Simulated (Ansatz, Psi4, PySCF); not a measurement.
methyl chloride (CH3Cl), singlet, geometry from GFN2-xTB. Base run: CCSD(T)/6-31G** run with PySCF.

The PySCF input:
```python
from pyscf import gto, scf, cc

mol = gto.Mole()
mol.atom = '''
    C    -0.00149191    0.04693566   -1.12182869
    Cl    0.00086957   -0.02735682    0.65386656
    H    -0.03217621    1.09066645   -1.41847283
    H     0.90554001   -0.42739850   -1.48323349
    H    -0.87919504   -0.47981606   -1.48305307
'''
mol.basis = '6-31g**'
mol.verbose = 4
mol.build()

mf = scf.RHF(mol)
mf.kernel()

mycc = cc.CCSD(mf)
mycc.kernel()
et = mycc.ccsd_t()
print('E(CCSD(T)) = %.10f' % (mycc.e_tot + et))
```

The same geometry, method and basis name were run in Ansatz (a quantum-chemistry and plane-wave program) and Psi4 and PySCF, at each program's defaults and at the settings that a row names. The base is PySCF at its defaults. Differences at the defaults can come from grids, fitting, cores and function types together.

| code and settings | ΔE vs base (mEh) | basis functions | E (Eh) | SCF cycles |
|---|---|---|---|---|
| PySCF, defaults (exact integrals, spherical functions, all electrons correlated) | 0.000 | 47 | -499.41826 | 9 |
| Psi4, defaults (exact integrals, Cartesian functions, all electrons correlated) | -10.621 | 49 | -499.42888 | 10 |
| Ansatz, defaults (factorised integrals, Cartesian functions, frozen core) | 3.699 | 49 | -499.41456 | - |
| PySCF, frozen core | 8.121 | 47 | -499.41014 | 9 |
| Psi4, exact integrals, spherical functions, frozen core | 8.121 | 47 | -499.41014 | 10 |
| Ansatz, high accuracy, frozen core, Cartesian functions as the basis file defines them | 3.696 | 49 | -499.41456 | - |
